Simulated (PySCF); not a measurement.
**Computed properties of p-cresol (C₇H₈O), SMILES Cc1ccc(O)cc1**

C7H8O, SMILES Oc1ccc(cc1)C. Geometry: ωB97X-D3(BJ)/def2-SVP. Other conformers were not sampled. All values are computed for the isolated molecule unless a solvent is named; none is compared with measurement here.

**Structure.** The optimised structure has Cs symmetry. All 42 harmonic modes at ωB97X-D3(BJ)/def2-SVP (PySCF) are real, so it is a minimum. With heavy atoms numbered as in [CH3:1][c:2]1[cH:3][cH:4][c:5]([OH:6])[cH:7][cH:8]1, the shortest bond between them is C5–O6 at 1.360 Å and the longest C1–C2 at 1.511 Å.

**Vibrations.** The strongest infrared lines (harmonic, unscaled, degenerate partners summed) lie at 1198 cm⁻¹ (149 km/mol, H 72 %, C 20 %, O 8 %), 1590 cm⁻¹ (140 km/mol, C 76 %, H 22 %), 365 cm⁻¹ (109 km/mol, H 80 %, O 13 %). The softest mode is at 30 cm⁻¹ and the zero-point energy is 83.8 kcal/mol.

**Electronic structure.** CAM-B3LYP/def2-TZVP (PySCF) places the frontier levels at -7.46 and 0.79 eV, a gap of 8.25 eV, and gives a dipole moment of 1.33 D. PBE/def2-TZVP (PySCF) at the same geometry gives -5.24 and -1.14 eV, so its gap is 4.15 eV narrower. An orbital gap is neither the optical nor the fundamental gap.

**Excitations.** TDA-M06-2X/def2-SVPD (PySCF) has S1 at 5.22 eV (238 nm, f = 0.039, weak); the most intense of the 6 singlets computed lies at 6.24 eV (f = 0.09). T1 (TDA) is at 4.24 eV, 0.98 eV under S1. TDA-PBE/def2-SVPD (PySCF) puts S1 at 4.73 eV. No vertical singlet excitation falls in the visible range (under 3.1 eV).

**NMR.** GIAO shifts at HF/pcSseg-1 (PySCF) (non-relativistic, atoms alike by connectivity averaged): ¹³C from 22.3 to 164.3 ppm against TMS; ¹H from 2.7 to 7.7 ppm against TMS.

**Solvation.** SMD-B3LYP/def2-SVP (PySCF) gives -4.2 kcal/mol in water, -8.0 kcal/mol in dichloromethane, -5.6 kcal/mol in n-hexane (1 M in both phases, gas-phase geometry); of these solvents dichloromethane holds the molecule best.
